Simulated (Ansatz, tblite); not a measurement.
Spin states of the cluster Tl₂I⁺, each relaxed with PBE0-D4/def2-SVP in Ansatz. Electronic energies in the gas phase.

In the def2 sets I, Tl take a core potential; there is no spin–orbit coupling. The xTB rows come from tblite. Correlated methods freeze 12 core orbitals; core or outer-core shells of Tl, I are correlated, in sets that lack core-valence functions. HOMO above LUMO, or a gap near zero within one spin, warns that the state may not be the lowest or that an electron is smeared out. In the triplet geometry the species has come apart into loosely held pieces. The structure comes from a short search, and lower isomers may exist.

Singlet geometry (C2v within 0.1 Å):

```
atom    x (Å)    y (Å)    z (Å)
 Tl1  -0.2624  -1.7888  -2.3543
 Tl2  -0.2080   2.0652   2.1220
  I3   0.4704  -0.2764   0.2323
```

Triplet geometry (D∞h within 0.1 Å):

```xyz
3

Tl   -3.801   -0.510   -0.601
Tl    3.804    0.504    0.587
I    -0.003    0.005    0.014
```

Quintet geometry:

```tsv
atom	x (Å)	y (Å)	z (Å)
Tl1	-0.0270	0.3851	-1.7293
Tl2	0.5475	-1.5779	0.5592
I3	-0.5205	1.1928	1.1701
```

⟨S²⟩: triplet 2.01 at PBE0-D4/def2-TZVP (pure 2.00), quintet 6.01 at PBE0-D4/def2-TZVP (pure 6.00).

Run but left out: LDA (SPW92)/def2-TZVP, BLYP-D4/def2-TZVP (triplet: an occupied level 0.01 to 0.16 eV above an empty one); GFN2-xTB (tight binding far off the other levels).

Only these spin states were relaxed. The triplet has fallen apart into loose fragments. The triplet has other bonds than the singlet, so the gap mixes isomer and spin. The quintet has other bonds than the singlet, so the gap mixes isomer and spin.

Question: Estimate which spin state lies lowest at each of these levels, and by how much: GFN1-xTB; HF/def2-TZVP; PBE-D4/def2-TZVP; r2SCAN-D4/def2-TZVP; PBE0-D4/def2-TZVP; BHLYP-D4/def2-TZVP; ωB97M-V/def2-TZVP; MP2/def2-TZVP.

Answer: 
| level | triplet − singlet (kcal/mol) | quintet − singlet (kcal/mol) | lowest of these | remarks |
| --- | --- | --- | --- | --- |
| GFN1-xTB | 144.0 | 275.5 | singlet | – |
| HF/def2-TZVP | 81.1 | 166.8 | singlet | – |
| PBE-D4/def2-TZVP | 88.8 | 177.9 | singlet | gap within one spin near zero (triplet) |
| r2SCAN-D4/def2-TZVP | 90.6 | 175.2 | singlet | – |
| PBE0-D4/def2-TZVP | 91.6 | 178.8 | singlet | – |
| BHLYP-D4/def2-TZVP | 92.2 | 184.5 | singlet | – |
| ωB97M-V/def2-TZVP | 97.7 | 184.8 | singlet | – |
| MP2/def2-TZVP | 109.4 | 201.0 | singlet | – |

Change of the quintet − singlet gap on mixing in exact exchange, in kcal/mol: PBE to PBE0 (25 % exact exchange) 0.9. The xTB methods have no term that favours high spin, so they put low spin too low.
